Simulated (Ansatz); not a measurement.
This geometry of AlBH₅NS (9 atoms, charge 0, multiplicity 1) is a first-order saddle point.

Theory: RKS B3LYP-D4/def2-SVP (Ansatz).

```xyz
9
Properties=species:S:1:pos:R:3
B -1.900 0.079 -0.244
S -1.288 -0.796 1.233
Al 0.861 -0.427 0.967
N 1.465 0.245 -0.556
H -2.162 1.254 -0.180
H -2.074 -0.525 -1.274
H 1.823 -0.779 2.157
H 2.439 0.483 -0.721
H 0.925 0.420 -1.398
```

Task: Which two structures does it join? (They come from a converged band through this point; their orientation in space is the band's.)

Result: No bond is made or broken. The dihedral H6–B1–S2–Al3 goes from -1 to 180°. The two ends are copies of one structure, up to a mirror image or an exchange of like atoms.

First end point:

```xyz
9
Properties=species:S:1:pos:R:3
B -1.790 0.888 0.043
S -0.999 0.416 1.579
Al 0.938 -0.450 0.892
N 1.284 -0.664 -0.827
H -2.881 1.389 0.124
H -1.270 0.725 -1.033
H 1.988 -0.879 1.984
H 2.152 -1.051 -1.185
H 0.665 -0.421 -1.594
```

Last end point:

```xyz
9
Properties=species:S:1:pos:R:3
B -1.791 0.884 0.043
S -1.017 0.382 1.577
Al 0.935 -0.456 0.893
N 1.288 -0.656 -0.827
H -1.256 0.750 -1.030
H -2.886 1.377 0.121
H 1.986 -0.880 1.985
H 2.162 -1.030 -1.185
H 0.668 -0.416 -1.594
```

Task: How far does it lie above each of them?

Result: 41.2 kJ/mol above the first and 41.2 kJ/mol above the second. This is the barrier of this one path; another mechanism may lie lower.

Time of the run: 2.5 min on 1 thread of AMD EPYC 9R45 96-Core Processor (Zen 5), with other jobs on the host, peak memory 0.2 GiB.
